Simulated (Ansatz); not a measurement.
`C[CH2][Ga]([CH3])[Cl]` and `[CH3][GaH][Cl]` differ in one atom or group.

Ansatz, PBE0-D4/def2-TZVP geometries, multiplicity 1. Each molecule was computed in one conformer, which needn't be the lowest.

Scalar relativity is left out up to krypton.

| property | `C[CH2][Ga]([CH3])[Cl]` |
| --- | --- |
| LUMO energy (B3LYP/def2-TZVPP) / eV | -1.17 |
| size of the dipole moment (ωB97M-V/def2-TZVPP) / D | 2.83 |
| HOMO–LUMO gap (ωB97M-V/def2-TZVPP) / eV | 10.50 |
| HOMO energy (PBE/def2-TZVPP) / eV | -6.32 |
| size of the dipole moment (PBE/def2-TZVPP) / D | 2.79 |
| LUMO energy (PBE0/def2-TZVPP) / eV | -0.89 |

Q: Give the same properties after the change, and the shifts. (An estimate is asked.)

A: The calculation gave: 
```tsv
property	`[CH3][GaH][Cl]`	shift
LUMO energy (B3LYP/def2-TZVPP) / eV	-1.62	-0.45
size of the dipole moment (ωB97M-V/def2-TZVPP) / D	2.53	-0.30
HOMO–LUMO gap (ωB97M-V/def2-TZVPP) / eV	10.68	0.18
HOMO energy (PBE/def2-TZVPP) / eV	-6.82	-0.50
size of the dipole moment (PBE/def2-TZVPP) / D	2.44	-0.35
LUMO energy (PBE0/def2-TZVPP) / eV	-1.34	-0.45
```

With PBE0 the HOMO falls by 0.57 eV and the LUMO falls by 0.45 eV, so the gap widens by about 0.12 eV. PBE moves the HOMO by -0.50 eV and ωB97M-V by -0.60 eV. Dipoles are sizes alone; their direction can turn.

B3LYP here is the variant with VWN-RPA as its local correlation; programs differ in this.
